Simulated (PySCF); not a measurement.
CH3Si, SMILES [SiH]=C, multiplicity 2.

Coordinates come from a PBE0-D3(BJ)/def2-TZVP optimisation. The isomer is the one that the SMILES or the coordinates give; other isomers of the formula were not compared.

Method: PySCF with M06-2X/def2-TZVPD.

Isolated molecule, no solvent.

Computed frontier levels, dipole moment and polarisability:
* **α spin, highest occupied and lowest empty level**: -7.68 and -0.63 eV
* **β spin, highest occupied and lowest empty level**: -7.59 and -3.07 eV
* **dipole moment**: 0.90 D
* **quadrupole, principal values (traceless, Buckingham form, about the centre of nuclear charge)**: -2.85, 1.19, 1.67 D·Å
* **mean static polarisability**: 48.0 bohr³ (7.11 Å³)
* **polarisability, principal values**: 41.1, 42.4, 60.5 bohr³
* **⟨S²⟩**: 0.769 (pure state 0.75)
